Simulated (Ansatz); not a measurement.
Computed with Ansatz on PBE0-D4/def2-TZVP structures; ΔE is electronic, products minus reactants. CBS: MP2 limit from def2 TZ/QZ plus the TZ coupled-cluster correction, frozen cores. This one scheme is used for every species. DFT in def2-TZVPP. B3LYP here is the variant with VWN-RPA as its local correlation; programs differ in this. HSE06 is defined as in plane-wave codes. Each species was taken in one conformer, which may not be the lowest.

Consider the redistribution: `CC(C)[O][AlH2]` + `F[SiH2]S[SiH3]` → `F[SiH2][S][AlH2]` + `CC(C)O[SiH3]`.

```csv
level,ΔE (kJ/mol)
B3LYP-D4,-13.9
r2SCANh-D4,-15.7
CAM-B3LYP-D4,-15.3
ωB97M-V,-16.1
HSE06,-15.6
BHLYP,-19.6
RPA@PBE/def2-TZVPP,-18.1
HF/def2-QZVPP,-26.7
```

(1) What does CCSD(T)/CBS give? (Best estimate.)

(2) What do rigid-rotor, harmonic-oscillator terms from PBE0-D4/def2-TZVP frequencies (298.15 K, 1 bar) make of the CCSD(T)/CBS value? (Estimate.)

Largest T1 diagnostic among the species: 0.012.

Results:

(1) Ansatz gave: -18.0 kJ/mol. The listed levels differ from it by 4.1, 2.3, 2.7, 1.9, 2.4, -1.6, -0.1, -8.7 kJ/mol.

(2) Computed: ΔZPE = +1.3 kJ/mol, ΔH = -17.1 kJ/mol, ΔS = -4 J/(mol·K), ΔG = -15.9 kJ/mol. Modes under 50 cm⁻¹ make the entropy rough.

From BLYP to BHLYP (50 % exact exchange), in def2-TZVPP and without D4, ΔE moves by −7.7 kJ/mol. Leaving LDA and LC-ωPBE aside and taking each functional with its dispersion term where it has one, the values, not all of them listed here, spread over 8.2 kJ/mol, from BHLYP-D4 to BLYP-D4. At CCSD(T), def2-SVP lies +5.8 kJ/mol from the extrapolated value and def2-TZVPP −0.1 kJ/mol.
